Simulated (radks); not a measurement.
Results of a calculation; reference values are marked as such.
The rhenium ion Re2+ inside a hard spherical wall (all orbitals vanish at R), configuration held at [Xe] 4f14 5d5 and not refilled when levels cross. Level of theory: scalar-relativistic Kohn-Sham, PBE, spin-polarised, spherical densities, finite nucleus; open shells are filled with parallel spins first (spin-orbit coupling, left out, can overturn this in heavy ions); Fermi nuclear charge, rms radius 5.3698 fm (a radial shooting solver on a logarithmic mesh with Libxc functionals). Eigenvalues in eV for spin up, with the zero of energy where the potential of the charges vanishes at infinity; a dash marks a level that is unbound or too diffuse for the functional's potential to be trusted. A positive occupied level is held by the wall or, in an anion where self-interaction has pushed it up, behind a barrier. The pressure on the wall is -dE/dV.

R (bohr)  E (hartree)  kinetic (hartree)    e(5s)    e(5p)    e(4f)    e(5d)  e(6s, empty)  e(6p, empty)  pressure (GPa)
free      -16688.6564          18435.002  -102.48  -64.637  -58.748  -22.685       -20.918       -13.936               0
20        -16688.6564          18435.002  -102.48  -64.637  -58.748  -22.685       -20.918       -13.936        < 0.0001
12        -16688.6564          18435.002  -102.48  -64.637  -58.748  -22.685       -20.918       -13.936        < 0.0001
10        -16688.6564          18435.002  -102.48  -64.637  -58.747  -22.685       -20.918       -13.935        < 0.0001
8         -16688.6564          18435.003  -102.48  -64.635  -58.746  -22.683       -20.915       -13.900         0.00178
6         -16688.6547          18435.021  -102.40  -64.561  -58.663  -22.615       -20.769       -13.331           0.227
5         -16688.6434          18435.116  -102.05  -64.235  -58.293  -22.299       -20.101       -11.730            2.44
4         -16688.5625          18435.628  -100.58  -62.875  -56.692  -20.828       -16.885        -6.003            27.0
3.5       -16688.4035          18436.486  -98.722  -61.151  -54.599  -18.720       -12.056         1.453            96.8
2         -16680.8322          18470.480  -69.174  -28.935  -19.730   26.493        99.257        138.40           12600
1.5       -16653.5688          18574.690   -4.923   47.764   40.513   125.24        331.59        394.50          120000
